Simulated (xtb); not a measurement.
(Z)-1,2-dichloro-1-fluoroprop-1-ene (C₃H₃Cl₂F), SMILES C/C(=C(\F)Cl)Cl. All values are semi-empirical tight-binding results from xtb (GFN2-xTB unless named), good for trends rather than for accurate numbers. The structure is a stationary point at GFN2-xTB.

Problem. Estimate the properties. (The exact figures need the calculation; the answer reports its results.)

Solution. 
```json
{
 "point_group_as_xtb_finds_it": "Cs",
 "orbital_gap": "4.26 eV",
 "dipole_moment": "1.65 D",
 "zero_point_energy": "32.7 kcal/mol",
 "G − E(el) at 298.15 K (modified RRHO)": "12.6 kcal/mol",
 "static polarisability (D4 model)": "64.6 bohr³",
 "solvation energy, GFN2-xTB/ALPB(water)": "-2.3 kcal/mol",
 "solvation energy, GFN2-xTB/ALPB(hexane)": "-4.6 kcal/mol"
}
```
